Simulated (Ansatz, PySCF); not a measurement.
Gas-phase reaction in SMILES: [O]=[Sn]([F])[F] -> [O]=[Sn]([F])[F] as doublet, charge +1 + e-
Structures are relaxed separately at B3LYP-D3(BJ)/def2-TZVP in Ansatz (a quantum-chemistry and plane-wave program).

Quantity: adiabatic ionisation energy (0 K, with B3LYP-D3(BJ) harmonic zero-point energies from PySCF), in eV. Cores are frozen in the correlated levels unless marked. UHF or UKS for open shells. No spin-orbit coupling. Frozen are the shells of the preceding noble gas and the d and f shells that filled before the atom's block. In def2 rows, elements after Kr have scalar-relativistic effective core potentials. Basis-set limits of correlation are two-point, X^-3; Hartree-Fock from the larger set. The bracket is a focal-point correction in the basis named.

```
level                                                                 program  adiabatic ionisation energy (eV)
-------------------------------------------------------------  --------------  --------------------------------
HF-D3(BJ)/def2-TZVPD                                            PySCF + dftd3                              8.73
PBE-D3(BJ)/def2-TZVPD                                          Ansatz + dftd3                             10.91
revPBE-D3(BJ)/def2-TZVPD                                       Ansatz + dftd3                             10.76
B97M-V/def2-TZVPD                                                      Ansatz                             10.65
PBE0-D4/def2-TZVPD                                             Ansatz + dftd4                             10.67
BHLYP-D3(BJ)/def2-TZVPD                                        Ansatz + dftd3                               ___
HSE06-D3(BJ)/def2-TZVPD                                        Ansatz + dftd3                             10.65
HSE06-D4/def2-TZVPD                                            Ansatz + dftd4                             10.66
wB97M-V/def2-TZVPD                                                     Ansatz                               ___
RPA@PBE/def2-TZVPP                                                     Ansatz                               ___
SCS-MP2/def2-TZVPPD                                                    Ansatz                             10.87
RI-MP2/CBS(def2-TZVPPD,def2-QZVPPD)+[CCSD(T)-MP2]/def2-TZVPPD          Ansatz                               ___
```

Some entries are withheld; supply them.


- BHLYP-D3(BJ)/def2-TZVPD, adiabatic ionisation energy (eV): 10.37
- wB97M-V/def2-TZVPD, adiabatic ionisation energy (eV): 10.72
- RPA@PBE/def2-TZVPP, adiabatic ionisation energy (eV): 10.77
- RI-MP2/CBS(def2-TZVPPD,def2-QZVPPD)+[CCSD(T)-MP2]/def2-TZVPPD, adiabatic ionisation energy (eV): 10.81
